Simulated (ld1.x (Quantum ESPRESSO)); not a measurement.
How hard is this iridium (Ir) TM potential?

- Element: iridium (Ir)
- Generator: ld1.x (Quantum ESPRESSO) 7.5
- Type: norm-conserving Troullier–Martins (Kleinman–Bylander form)
- Functional: LDA (PZ)
- Relativity: fully relativistic
- Frozen core: [Xe] 4f14
- Valence charge: 9
- Reference configuration: 5d7.5 6s1.5 6p0
- Partial waves: 6p (bound, empty): rc 3.00 bohr; 5d (bound): rc 1.85 bohr; 6s (bound): rc 2.50 bohr
- Local potential: the s channel
- Core correction: Bessel-smoothed model core, default radius (core density twice the valence density)

Open shells are filled in proportion to 2j + 1 (rel_dist='average').

The pseudo-atom Hamiltonian at the reference potential is diagonalised in spherical Bessel functions j_l(qr) that vanish at 20 bohr, with q² up to the cutoff. All-electron valence levels (Ry): 6p1/2 -0.1199, 6p3/2 -0.0774, 5d3/2 -0.5305, 5d5/2 -0.4428, 6s -0.4570.

Task: How do the lowest levels (Ry) of each channel move with the cutoff, and are there ghosts?

Result:

| cutoff (Ry) | p1/2 #1 | p3/2 #1 | d3/2 #1 | d3/2 #2 | d5/2 #1 | d5/2 #2 | s #1 | s #2 | f #1 | Σ f·Δε (mRy) |
| --- | --- | --- | --- | --- | --- | --- | --- | --- | --- | --- |
| 8 | -0.1194 | -0.0773 | 0.0456 | 0.0968 | 0.0435 | 0.0948 | -0.4516 | 0.0102 | 0.1146 | 3924.5 |
| 12 | -0.1198 | -0.0773 | -0.0549 | 0.0736 | -0.0586 | 0.0735 | -0.4528 | 0.0101 | 0.1146 | 3162.0 |
| 18 | -0.1199 | -0.0774 | -0.3355 | 0.0684 | -0.2995 | 0.0687 | -0.4564 | 0.0099 | 0.1146 | 1230.7 |
| 25 | -0.1199 | -0.0774 | -0.4727 | 0.0677 | -0.4042 | 0.0680 | -0.4568 | 0.0098 | 0.1146 | 347.6 |
| 30 | -0.1199 | -0.0774 | -0.5126 | 0.0675 | -0.4320 | 0.0679 | -0.4568 | 0.0098 | 0.1146 | 102.6 |
| 40 | -0.1199 | -0.0774 | -0.5298 | 0.0674 | -0.4425 | 0.0679 | -0.4569 | 0.0098 | 0.1146 | 3.6 |
| 50 | -0.1199 | -0.0774 | -0.5304 | 0.0674 | -0.4427 | 0.0679 | -0.4569 | 0.0098 | 0.1146 | 0.7 |
| 60 | -0.1199 | -0.0774 | -0.5304 | 0.0674 | -0.4427 | 0.0679 | -0.4570 | 0.0098 | 0.1146 | 0.5 |
| 400 | -0.1199 | -0.0774 | -0.5305 | 0.0674 | -0.4428 | 0.0679 | -0.4570 | 0.0098 | 0.1146 | 0.0 |

Result: no extra level below or beside the all-electron valence levels (p1/2, p3/2, d3/2, d5/2, s, f tested); 10 mRy is reached at 40 Ry and 1 mRy at 50 Ry.

Its largest configuration-test error is -761 meV.
